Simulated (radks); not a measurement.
Results of a calculation; reference values are marked as such.
Q: Valence configurations of Hg2+ (all share [Xe]). Code: a radial shooting solver on a logarithmic mesh with Libxc functionals. Model: Dirac Kohn-Sham, BLYP, spin-unpolarised, spherical densities, point nucleus; open shells fill j = l - 1/2 first. Order these by energy: 4f14 5d9 6s1; 4f12 5d10 6p2; 4f12 5d9 6p3; 4f13 5d9 6p2; 4f14 5d10; 4f14 5d9 6p1; 4f13 5d10 6s1; 4f14 5d9.5 6p0.5; 4f13 5d10 6p1; 4f14 5d8 6s2.

A: From the lowest, in eV above it: 4f14 5d10 0.000; 4f14 5d9 6s1 5.074; 4f14 5d9.5 6p0.5 6.061; 4f14 5d8 6s2 11.559; 4f14 5d9 6p1 12.676; 4f13 5d10 6s1 96.533; 4f13 5d10 6p1 104.26; 4f13 5d9 6p2 120.64; 4f12 5d10 6p2 224.64; 4f12 5d9 6p3 247.48. NIST lists [Xe] 4f14 5d10 as the ground configuration; this level of theory agrees among the configurations tried. The energies are those of spherical spin-averaged densities, not of single terms.
